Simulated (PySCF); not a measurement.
C2H3F2GaO2 (SMILES CC(=O)[O][Ga]([F])[F]), singlet, at a GFN2-xTB geometry (such geometries of metal compounds can be far from the true shape), with bond 9-6 at 1.4 times its length; SA2-CASSCF(6,4)/STO-3G in PySCF.

The PySCF input:
```python
from pyscf import gto, scf, mcscf
import numpy

mol = gto.M(
    atom='''
Ga    0.214325    0.090880    0.721862
F    -0.099399   -1.153677    1.886264
F     1.014907    1.571200    1.138642
O     0.696107   -0.581166   -1.090060
C    -0.443275   -0.202221   -1.464485
C    -0.857913   -0.365308   -2.886452
O    -1.224593    0.329296   -0.634416
H    -1.937988   -0.467845   -2.948329
H    -0.147486   -1.562398   -3.500327
H    -0.560186    0.533378   -3.427170
''',
    basis='sto-3g',
    charge=0,
    spin=0,
    verbose=4,
)

mf = scf.RHF(mol)
mf.kernel()
mc = mcscf.CASSCF(mf, 4, 6)
mc.fix_spin_(ss=0.0)
mc = mc.state_average_([0.5, 0.5])
mc.kernel()
```

Task: Predict the main parts of the log of this PySCF run.

Result: 
```
PySCF version 2.14.0

[INPUT] verbose = 4
[INPUT] num. atoms = 10
[INPUT] num. electrons = 80
[INPUT] charge = 0
[INPUT] spin (= nelec alpha-beta = 2S) = 0
[INPUT] symmetry False subgroup None
[INPUT] Mole.unit = angstrom
[INPUT] Symbol           X                Y                Z      unit          X                Y                Z       unit  Magmom
[...]
nuclear repulsion = 590.191946404599
number of shells = 29
number of NR pGTOs = 153
number of NR cGTOs = 51
basis = sto-3g
ecp = {}

******** <class 'pyscf.scf.hf.RHF'> ********
method = RHF
initial guess = minao
damping factor = 0
level_shift factor = 0
DIIS = <class 'pyscf.scf.diis.CDIIS'>
diis_start_cycle = 1
diis_space = 8
diis_damp = 0
SCF conv_tol = 1e-09
SCF conv_tol_grad = None
SCF max_cycles = 50
direct_scf = True
direct_scf_tol = 1e-13
Set gradient conv threshold to 3.16228e-05
Initial guess from minao.
init E= -2319.54961225588
[...]
cycle= 1 E= -2320.89818763164  delta_E= -1.35  |g|= 0.799  |ddm|= 4.07
[...]
cycle= 2 E= -2321.14225045338  delta_E= -0.244  |g|= 0.301  |ddm|= 1.52
[...]
cycle= 3 E= -2321.17337375332  delta_E= -0.0311  |g|= 0.0715  |ddm|= 0.434
[...]
cycle= 4 E= -2321.17711034081  delta_E= -0.00374  |g|= 0.0227  |ddm|= 0.187
[...]
cycle= 5 E= -2321.17756258675  delta_E= -0.000452  |g|= 0.00777  |ddm|= 0.0731
[...]
cycle= 6 E= -2321.17762846836  delta_E= -6.59e-05  |g|= 0.00391  |ddm|= 0.0267
[...]
cycle= 7 E= -2321.17764640724  delta_E= -1.79e-05  |g|= 0.0021  |ddm|= 0.0145
[...]
cycle= 8 E= -2321.17765281192  delta_E= -6.4e-06  |g|= 0.000637  |ddm|= 0.0115
[...]
cycle= 9 E= -2321.17765355637  delta_E= -7.44e-07  |g|= 0.000182  |ddm|= 0.00409
[...]
cycle= 10 E= -2321.17765361661  delta_E= -6.02e-08  |g|= 6.62e-05  |ddm|= 0.00108
[...]
cycle= 11 E= -2321.17765362479  delta_E= -8.18e-09  |g|= 2.32e-05  |ddm|= 0.000382
[...]
cycle= 12 E= -2321.17765362578  delta_E= -9.91e-10  |g|= 6.97e-06  |ddm|= 0.000146
[...]
Extra cycle  E= -2321.17765362581  delta_E= -3.41e-11  |g|= 3.75e-06  |ddm|= 1.65e-05
converged SCF energy = -2321.17765362581

******** <class 'pyscf.mcscf.addons.StateAverageCASSCF'> ********
CAS (3e+3e, 4o), ncore = 37, nvir = 10
max_cycle_macro = 50
max_cycle_micro = 4
conv_tol = 1e-07
conv_tol_grad = None
orbital rotation max_stepsize = 0.02
orbital rotation threshold for CI restart = 0.01
augmented hessian ah_max_cycle = 30
augmented hessian ah_conv_tol = 1e-12
augmented hessian ah_linear dependence = 1e-14
augmented hessian ah_level shift = 1e-08
augmented hessian ah_start_tol = 2.5
augmented hessian ah_start_cycle = 3
augmented hessian ah_grad_trust_region = 3
kf_trust_region = 3
kf_interval = 4
ci_response_space = 4
ci_grad_trust_region = 3
with_dep4 0
natorb = False
canonicalization = True
sorting_mo_energy = False
ao2mo_level = 2
internal_rotation = False
******** <class 'pyscf.mcscf.addons.StateAverageSpinPenaltyFCISolver'> ********
max. cycles = 50
conv_tol = 1e-08
davidson only = True
linear dependence = 1e-12
level shift = 0.001
max iter space = 12
nroots = 2
pspace_size = 400
spin = None
State-average over 2 states with weights [0.5, 0.5]
CASCI E = -2321.02817674615  S^2 = 0.0000000
Set conv_tol_grad to 0.000316228
macro iter   1 ( 21 JK    4 micro), CASSCF E = -2321.05731306030  dE = -2.91363142e-02  S^2 = 0.0000000
               |grad[o]|=0.294  |ddm|=0.0101  |maxRot[o]|=0.311
macro iter   2 ( 21 JK    4 micro), CASSCF E = -2321.07713093261  dE = -1.98178723e-02  S^2 = 0.0000000
               |grad[o]|=0.211  |ddm|=0.00584  |maxRot[o]|=0.313
macro iter   3 ( 21 JK    4 micro), CASSCF E = -2321.09765734856  dE = -2.05264160e-02  S^2 = 0.0000000
               |grad[o]|=0.166  |ddm|=0.0181  |maxRot[o]|=0.314
macro iter   4 ( 21 JK    4 micro), CASSCF E = -2321.11185515471  dE = -1.41978062e-02  S^2 = 0.0000000
               |grad[o]|=0.124  |ddm|=0.0362  |maxRot[o]|=0.221
macro iter   5 ( 21 JK    4 micro), CASSCF E = -2321.11546835294  dE = -3.61319823e-03  S^2 = 0.0000000
               |grad[o]|=0.0583  |ddm|=0.0446  |maxRot[o]|=0.196
macro iter   6 ( 21 JK    4 micro), CASSCF E = -2321.11643694544  dE = -9.68592498e-04  S^2 = 0.0000000
               |grad[o]|=0.0325  |ddm|=0.0177  |maxRot[o]|=0.0613
macro iter   7 ( 21 JK    4 micro), CASSCF E = -2321.11683498659  dE = -3.98041152e-04  S^2 = 0.0000000
               |grad[o]|=0.0235  |ddm|=0.0218  |maxRot[o]|=0.0523
macro iter   8 ( 21 JK    4 micro), CASSCF E = -2321.11708595372  dE = -2.50967125e-04  S^2 = 0.0000000
               |grad[o]|=0.0211  |ddm|=0.00644  |maxRot[o]|=0.193
macro iter   9 ( 17 JK    4 micro), CASSCF E = -2321.11739878018  dE = -3.12826460e-04  S^2 = 0.0000000
               |grad[o]|=0.0208  |ddm|=0.00704  |maxRot[o]|=0.129
macro iter  10 ( 12 JK    3 micro), CASSCF E = -2321.11765382456  dE = -2.55044387e-04  S^2 = 0.0000000
               |grad[o]|=0.0205  |ddm|=0.00738  |maxRot[o]|=0.0793
macro iter  11 ( 17 JK    4 micro), CASSCF E = -2321.11791571510  dE = -2.61890537e-04  S^2 = 0.0000000
               |grad[o]|=0.0202  |ddm|=0.0279  |maxRot[o]|=0.0837
macro iter  12 ( 12 JK    3 micro), CASSCF E = -2321.11824077275  dE = -3.25057648e-04  S^2 = 0.0000000
               |grad[o]|=0.0202  |ddm|=0.0226  |maxRot[o]|=0.098
macro iter  13 ( 17 JK    4 micro), CASSCF E = -2321.11855215049  dE = -3.11377742e-04  S^2 = 0.0000000
               |grad[o]|=0.0201  |ddm|=0.00401  |maxRot[o]|=0.105
macro iter  14 ( 12 JK    3 micro), CASSCF E = -2321.11891153541  dE = -3.59384915e-04  S^2 = 0.0000000
               |grad[o]|=0.0202  |ddm|=0.0298  |maxRot[o]|=0.126
macro iter  15 ( 21 JK    4 micro), CASSCF E = -2321.11937507283  dE = -4.63537429e-04  S^2 = 0.0000000
               |grad[o]|=0.0202  |ddm|=0.0236  |maxRot[o]|=  0.2
macro iter  16 ( 21 JK    4 micro), CASSCF E = -2321.11993162597  dE = -5.56553134e-04  S^2 = 0.0000000
               |grad[o]|=0.0211  |ddm|=0.0347  |maxRot[o]|=0.178
macro iter  17 ( 21 JK    4 micro), CASSCF E = -2321.12053337666  dE = -6.01750696e-04  S^2 = 0.0000000
[...]
macro iter  19 ( 21 JK    4 micro), CASSCF E = -2321.12137476306  dE = -3.62239704e-04  S^2 = 0.0000000
               |grad[o]|=0.0194  |ddm|=0.0333  |maxRot[o]|=0.0377
macro iter  20 ( 21 JK    4 micro), CASSCF E = -2321.12161986936  dE = -2.45106304e-04  S^2 = 0.0000000
               |grad[o]|=0.0149  |ddm|=0.0377  |maxRot[o]|=0.0367
macro iter  21 (  7 JK    2 micro), CASSCF E = -2321.12172648417  dE = -1.06614807e-04  S^2 = 0.0000000
               |grad[o]|=0.0114  |ddm|=0.0142  |maxRot[o]|=0.0699
macro iter  22 (  7 JK    2 micro), CASSCF E = -2321.12185694846  dE = -1.30464293e-04  S^2 = 0.0000000
               |grad[o]|=0.0101  |ddm|=0.0364  |maxRot[o]|=0.0699
macro iter  23 (  7 JK    2 micro), CASSCF E = -2321.12196060892  dE = -1.03660454e-04  S^2 = 0.0000000
               |grad[o]|=0.00758  |ddm|=0.0353  |maxRot[o]|=0.0699
macro iter  24 (  7 JK    2 micro), CASSCF E = -2321.12203223700  dE = -7.16280883e-05  S^2 = 0.0000000
               |grad[o]|=0.00536  |ddm|=0.033  |maxRot[o]|=0.0578
macro iter  25 ( 17 JK    4 micro), CASSCF E = -2321.12198793351  dE =  4.43034969e-05  S^2 = 0.0000000
               |grad[o]|=0.00454  |ddm|=0.175  |maxRot[o]|=0.112
macro iter  26 ( 21 JK    4 micro), CASSCF E = -2321.12202633832  dE = -3.84048130e-05  S^2 = 0.0000000
               |grad[o]|=0.0186  |ddm|=0.00276  |maxRot[o]|=0.0117
macro iter  27 ( 21 JK    4 micro), CASSCF E = -2321.12200186851  dE =  2.44698062e-05  S^2 = 0.0000000
               |grad[o]|=0.00987  |ddm|=0.00267  |maxRot[o]|=0.0472
macro iter  28 ( 24 JK    4 micro), CASSCF E = -2321.12203934650  dE = -3.74779893e-05  S^2 = 0.0000000
               |grad[o]|=0.00695  |ddm|=0.00106  |maxRot[o]|=0.0154
macro iter  29 ( 21 JK    4 micro), CASSCF E = -2321.12205934417  dE = -1.99976639e-05  S^2 = 0.0000000
               |grad[o]|=0.00548  |ddm|=0.000732  |maxRot[o]|=0.0168
macro iter  30 ( 21 JK    4 micro), CASSCF E = -2321.12206149404  dE = -2.14987631e-06  S^2 = 0.0000000
               |grad[o]|=0.00417  |ddm|=0.00207  |maxRot[o]|=0.00746
macro iter  31 ( 21 JK    4 micro), CASSCF E = -2321.12205483320  dE =  6.66084770e-06  S^2 = 0.0000000
               |grad[o]|=0.00337  |ddm|=0.00764  |maxRot[o]|=0.0174
macro iter  32 ( 21 JK    4 micro), CASSCF E = -2321.12207058509  dE = -1.57518921e-05  S^2 = 0.0000000
               |grad[o]|=0.00336  |ddm|=0.000375  |maxRot[o]|=0.00802
macro iter  33 ( 21 JK    4 micro), CASSCF E = -2321.12208293085  dE = -1.23457580e-05  S^2 = 0.0000000
               |grad[o]|=0.003  |ddm|=0.000453  |maxRot[o]|=0.0147
macro iter  34 (  7 JK    2 micro), CASSCF E = -2321.12209476335  dE = -1.18325079e-05  S^2 = 0.0000000
               |grad[o]|=0.00295  |ddm|=0.000547  |maxRot[o]|=0.0489
macro iter  35 (  7 JK    2 micro), CASSCF E = -2321.12211119528  dE = -1.64319313e-05  S^2 = 0.0000000
               |grad[o]|=0.00279  |ddm|=0.00223  |maxRot[o]|=0.0584
macro iter  36 (  7 JK    2 micro), CASSCF E = -2321.12214409424  dE = -3.28989554e-05  S^2 = 0.0000000
               |grad[o]|=0.00258  |ddm|=0.00739  |maxRot[o]|=0.0626
macro iter  37 (  7 JK    2 micro), CASSCF E = -2321.12215974701  dE = -1.56527699e-05  S^2 = 0.0000000
               |grad[o]|=0.00302  |ddm|=0.00731  |maxRot[o]|=0.0574
macro iter  38 ( 17 JK    4 micro), CASSCF E = -2321.12214746374  dE =  1.22832685e-05  S^2 = 0.0000000
               |grad[o]|=0.00342  |ddm|=0.00362  |maxRot[o]|=  0.1
macro iter  39 ( 21 JK    4 micro), CASSCF E = -2321.12216362450  dE = -1.61607604e-05  S^2 = 0.0000000
               |grad[o]|=0.0027  |ddm|=0.00135  |maxRot[o]|=0.0207
macro iter  40 ( 17 JK    4 micro), CASSCF E = -2321.12216835357  dE = -4.72906959e-06  S^2 = 0.0000000
               |grad[o]|=0.0015  |ddm|=0.00072  |maxRot[o]|=0.0541
macro iter  41 (  7 JK    2 micro), CASSCF E = -2321.12218283320  dE = -1.44796277e-05  S^2 = 0.0000000
               |grad[o]|=0.0014  |ddm|=0.00332  |maxRot[o]|=0.0484
macro iter  42 ( 17 JK    4 micro), CASSCF E = -2321.12218997065  dE = -7.13744885e-06  S^2 = 0.0000000
               |grad[o]|=0.00207  |ddm|=0.00718  |maxRot[o]|=0.0595
macro iter  43 ( 17 JK    4 micro), CASSCF E = -2321.12220091682  dE = -1.09461766e-05  S^2 = 0.0000000
               |grad[o]|=0.00249  |ddm|=0.00116  |maxRot[o]|=0.0648
macro iter  44 ( 21 JK    4 micro), CASSCF E = -2321.12219798324  dE =  2.93357971e-06  S^2 = 0.0000000
               |grad[o]|=0.00114  |ddm|=0.00179  |maxRot[o]|=0.0928
macro iter  45 ( 21 JK    4 micro), CASSCF E = -2321.12220534451  dE = -7.36126685e-06  S^2 = 0.0000000
               |grad[o]|=0.00215  |ddm|=0.000858  |maxRot[o]|=0.0121
macro iter  46 (  7 JK    2 micro), CASSCF E = -2321.12220689239  dE = -1.54787449e-06  S^2 = 0.0000000
               |grad[o]|=0.00119  |ddm|=0.000234  |maxRot[o]|=0.0376
macro iter  47 (  7 JK    2 micro), CASSCF E = -2321.12221015242  dE = -3.26003646e-06  S^2 = 0.0000000
               |grad[o]|=0.00106  |ddm|=0.000427  |maxRot[o]|=0.0513
macro iter  48 (  7 JK    2 micro), CASSCF E = -2321.12221332914  dE = -3.17671584e-06  S^2 = 0.0000000
               |grad[o]|=0.00091  |ddm|=0.00046  |maxRot[o]|=0.0599
macro iter  49 (  7 JK    2 micro), CASSCF E = -2321.12221603830  dE = -2.70916007e-06  S^2 = 0.0000000
               |grad[o]|=0.00081  |ddm|=0.000504  |maxRot[o]|=0.0647
macro iter  50 (  7 JK    2 micro), CASSCF E = -2321.12221836096  dE = -2.32266439e-06  S^2 = 0.0000000
               |grad[o]|=0.000792  |ddm|=0.000488  |maxRot[o]|=0.0673
1-step CASSCF not converged,  50 macro (798 JK 169 micro) steps
CASSCF canonicalization
Density matrix diagonal elements [1.68733563 1.99488154 1.73334458 0.58443826]
CASSCF energy = -2321.12221836096
CASCI E = -2321.12221836096  E(CI) = -92.9235899714599  S^2 = 0.0000000
CASCI state-averaged energy = -2321.12221836096
CASCI energy for each state
  State 0 weight 0.5  E = -2321.16495042453 S^2 = 0.0000000
  State 1 weight 0.5  E = -2321.0794862974 S^2 = 0.0000000
```

Convergence was not reached.
